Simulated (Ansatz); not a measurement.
`NC#[C][SnH2][OH]` and `NC#CCO` differ in one atom or group.

Ansatz, PBE0-D4/def2-TZVP geometries, multiplicity 1. Each molecule was computed in one conformer, which needn't be the lowest.

Elements past krypton have def2 core potentials.

| property | `NC#[C][SnH2][OH]` |
| --- | --- |
| size of the dipole moment (B3LYP/def2-TZVPP) / D | 3.96 |
| HOMO energy (PBE/def2-TZVPP) / eV | -5.53 |
| HOMO–LUMO gap (PBE/def2-TZVPP) / eV | 4.54 |
| HOMO energy (B3LYP/def2-TZVPP) / eV | -6.50 |
| HOMO–LUMO gap (PBE0/def2-TZVPP) / eV | 6.54 |
| size of the dipole moment (ωB97M-V/def2-TZVPP) / D | 3.91 |

(1) Give the same properties after the change, and the shifts. (Best estimate.)

Results:

(1) Computed: 
| property | `NC#CCO` | shift |
| --- | --- | --- |
| size of the dipole moment (B3LYP/def2-TZVPP) / D | 3.29 | -0.67 |
| HOMO energy (PBE/def2-TZVPP) / eV | -5.27 | 0.26 |
| HOMO–LUMO gap (PBE/def2-TZVPP) / eV | 5.16 | 0.62 |
| HOMO energy (B3LYP/def2-TZVPP) / eV | -6.30 | 0.20 |
| HOMO–LUMO gap (PBE0/def2-TZVPP) / eV | 7.24 | 0.70 |
| size of the dipole moment (ωB97M-V/def2-TZVPP) / D | 3.24 | -0.67 |

With PBE0 the HOMO rises by 0.22 eV and the LUMO rises by 0.92 eV, so the gap widens by about 0.70 eV. PBE moves the HOMO by 0.26 eV and ωB97M-V by 0.20 eV. Dipoles are sizes alone; their direction can turn.

B3LYP here is the variant with VWN-RPA as its local correlation; programs differ in this.
